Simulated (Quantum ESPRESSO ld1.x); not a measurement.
Q: Method: non-relativistic Kohn-Sham, PBE, spin-unpolarised, spherical densities, point nucleus; computed with ld1.x of Quantum ESPRESSO 7.5. Each species is in its NIST ground configuration. Rank Cd2+, Zn2+, Hg2+ by radius at which the density is 0.001 e/bohr^3 (bohr), largest first.

A: Hg2+ 3.41, Cd2+ 3.22, Zn2+ 2.88.
